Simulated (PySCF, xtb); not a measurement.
Si(H)(vinyl)(OH)(OMe) (C₃H₈O₂Si), SMILES C(=C)[SiH](O)OC.

GFN2-xTB (xtb) at its own geometry gives an orbital gap of 4.48 eV and a dipole moment of 1.26 D.

Geometry: PBE0-D3(BJ)/def2-SVP. The values are those of a single conformer.

Task: What does PBE/def2-TZVP (PySCF) give? (Estimate from the structure and the level; the computed values follow.)

Result: gap 5.01 eV (levels -6.65 and -1.63 eV), dipole 1.00 D.
